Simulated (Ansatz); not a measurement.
Mulliken charges of `C1[CH2][Zn][SiH2]1` from PBE/def2-TZVPP in Ansatz (PBE0-D4/def2-TZVP geometry).

```json
{"atom": "C1", "x (Å)": "-0.462", "y (Å)": "0.225", "z (Å)": "-0.325", "charge (e)": "-0.157"}
{"atom": "C2", "x (Å)": "-0.735", "y (Å)": "-1.257", "z (Å)": "-0.029", "charge (e)": "-0.259"}
{"atom": "Zn3", "x (Å)": "1.199", "y (Å)": "-1.472", "z (Å)": "0.537", "charge (e)": "0.073"}
{"atom": "Si4", "x (Å)": "1.252", "y (Å)": "0.900", "z (Å)": "0.334", "charge (e)": "0.110"}
{"atom": "H5", "x (Å)": "-0.440", "y (Å)": "0.401", "z (Å)": "-1.405", "charge (e)": "0.102"}
{"atom": "H6", "x (Å)": "-1.234", "y (Å)": "0.871", "z (Å)": "0.106", "charge (e)": "0.091"}
{"atom": "H7", "x (Å)": "-1.093", "y (Å)": "-1.827", "z (Å)": "-0.884", "charge (e)": "0.078"}
{"atom": "H8", "x (Å)": "-1.405", "y (Å)": "-1.411", "z (Å)": "0.817", "charge (e)": "0.085"}
{"atom": "H9", "x (Å)": "1.064", "y (Å)": "1.767", "z (Å)": "1.537", "charge (e)": "-0.063"}
{"atom": "H10", "x (Å)": "1.937", "y (Å)": "1.752", "z (Å)": "-0.685", "charge (e)": "-0.060"}
```

By hand: the dipole of these point charges (1 e Å = 4.8032 D).

Σ q r = (-0.057, -0.077, -0.054) e Å, of length 0.110 e Å = 0.53 D.

How does the dipole of the full density compare? (Best estimate.)

Ansatz gave: (-0.046, -0.210, -0.025) e Å, 1.04 D; the point charges give 0.51 times that, at 32° from its direction.

Point charges leave out the atoms' own dipoles, such as those of lone pairs, and Mulliken's split depends on the basis, so the two needn't agree.
